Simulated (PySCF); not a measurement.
**CaN⁺: one state, many levels of theory**

State: ³Σ⁻ (triplet), unpaired electrons π ↑↑. Set-up: basis Ca x2c-SVPall, N x2c-SVPall; spin-free X2C with a Gaussian nucleus; PySCF 2.14. De refers to Ca⁺ + N in their high-spin ground configurations, without counterpoise correction. The functionals are run spin-unrestricted. A positive dipole points towards N; it is taken about the centre of mass and depends on that origin. Levels whose curve was spin-contaminated or gave no clean fit are not listed.

```json
{"Level": "PBE", "Re (Å)": "2.158", "ωe (cm⁻¹)": "511", "De (eV)": "2.01", "μ (D)": "-6.95", "CPU s a point (SCF and correlation, without the integrals)": "0.37"}
{"Level": "PBEsol", "Re (Å)": "2.141", "ωe (cm⁻¹)": "523", "De (eV)": "2.07", "μ (D)": "-6.93", "CPU s a point (SCF and correlation, without the integrals)": "0.25"}
{"Level": "r²SCAN", "Re (Å)": "2.152", "ωe (cm⁻¹)": "529", "De (eV)": "1.64", "μ (D)": "-7.56", "CPU s a point (SCF and correlation, without the integrals)": "0.49"}
{"Level": "PBE0", "Re (Å)": "2.146", "ωe (cm⁻¹)": "529", "De (eV)": "1.54", "μ (D)": "-7.74", "CPU s a point (SCF and correlation, without the integrals)": "0.58"}
{"Level": "r²SCAN0", "Re (Å)": "2.146", "ωe (cm⁻¹)": "539", "De (eV)": "1.28", "μ (D)": "-8.11", "CPU s a point (SCF and correlation, without the integrals)": "0.55"}
{"Level": "MN15", "Re (Å)": "2.133", "ωe (cm⁻¹)": "548", "De (eV)": "1.58", "μ (D)": "-8.14", "CPU s a point (SCF and correlation, without the integrals)": "0.58"}
{"Level": "LC-ωPBE", "Re (Å)": "2.132", "ωe (cm⁻¹)": "557", "De (eV)": "1.55", "μ (D)": "-8.41", "CPU s a point (SCF and correlation, without the integrals)": "0.54"}
```

Problem. What does a quarter of exact exchange do here, going from PBE to PBE0?

Solution. PBE0 less PBE: -1.2 pm in Re, +3.5 % in ωe, -0.47 eV in De. Exact exchange removes part of the self-interaction that spreads semilocal densities, and in most molecules shortens and stiffens the bond and lowers De; so it does here.

Problem. What does the step from GGA to meta-GGA do here, going from PBE to r²SCAN?

Solution. r²SCAN less PBE: -0.6 pm in Re, +3.5 % in ωe, -0.37 eV in De. 

Problem. What does a quarter of exact exchange do here, going from r²SCAN to r²SCAN0?

Solution. r²SCAN0 less r²SCAN: -0.6 pm in Re, +1.9 % in ωe, -0.36 eV in De. Exact exchange removes part of the self-interaction that spreads semilocal densities, and in most molecules shortens and stiffens the bond and lowers De; so it does here.

For an ion De counts to the pair picked by the measured ionisation energies or electron affinities, which need not be the lowest pair at this level. The state is the lowest determinant that a PBE0 search found; another state may lie lower at other levels.

The whole job (state search and all levels along the bond) took about 1.3 min on 1 thread of Intel Xeon Platinum 8488C (shared host), peak memory 0.45 GiB.
